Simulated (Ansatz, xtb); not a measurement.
# C2H5Ge: 3 structures ranked

3 gas-phase structures of C2H5Ge, found in a search over its isomers (lower ones may exist). Each was relaxed with GFN2-xTB:

A. a doublet given by its coordinates
B. `C=[CH][GeH2]`, a doublet
C. a doublet given by its coordinates

A (Å):

```xyz
8

C     0.5097   -0.2025    0.3408
C     1.4676   -1.3306    0.7247
Ge    2.9595   -1.6504   -0.6339
H     1.0501    0.7372    0.2263
H    -0.2627   -0.0574    1.0973
H     0.0170   -0.4245   -0.6059
H     1.9119   -1.1071    1.7010
H     0.8963   -2.2566    0.8562
```

Close contacts (Å): C1–C2 1.53, C2–Ge3 2.04, C1–H4 1.09, C1–H5 1.09, C1–H6 1.09, C2–H7 1.10, C2–H8 1.10.

C (Å):

```yaml
atoms:
  - { symbol: C, position_ang: [0.7578, -1.2344, 1.1081] }
  - { symbol: C, position_ang: [0.4909, -0.6231, -0.1407] }
  - { symbol: Ge, position_ang: [2.6443, -1.1123, -0.0377] }
  - { symbol: H, position_ang: [0.8274, -0.6314, 1.9975] }
  - { symbol: H, position_ang: [0.3573, 0.4438, -0.1993] }
  - { symbol: H, position_ang: [0.0241, -1.2015, -0.9231] }
  - { symbol: H, position_ang: [0.4898, -2.2691, 1.2565] }
  - { symbol: H, position_ang: [2.9213, 0.3465, 0.6203] }
```

Close contacts (Å): C1–C2 1.42, C1–Ge3 2.21, C2–Ge3 2.21, C1–H4 1.08, C1–H7 1.08, C2–H5 1.08, C2–H6 1.08, Ge3–H8 1.62.

Task: Make a reasoned guess at their ranking by r2SCAN-D4/def2-SVP//GFN2-xTB single-point energy.

Result: Calculated order at r2SCAN-D4/def2-SVP//GFN2-xTB: A (0.0), C (9.1), B (9.7) kcal/mol. Less than 1 kcal/mol parts C and B, so the order within that pair means little.

Energies above the lowest of each column, in kcal/mol; the last columns are at r2SCAN-D4/def2-SVP geometries:

```
structure  GFN2-xTB  HF/STO-3G  r2SCAN-D4/def2-SVP//GFN2-xTB  r2SCAN-D4/def2-SVP  CCSD(T)/def2-SVP
        A       0.0        0.0                           0.0                 0.0               0.0
        C       5.0       38.6                           9.1                 8.3              14.9
        B      19.8        6.3                           9.7                 6.8               9.1
```

Every level run on A puts it lowest or level with the lowest. CCSD(T)/def2-SVP orders those it was run on as A (0.0), B (9.1), C (14.9) kcal/mol. Flexible structures stand in one conformer each, not always the lowest. Open shells are spin-unrestricted, some with notable spin contamination.

Programs: Ansatz 0.2.0, xtb 6.7.1.
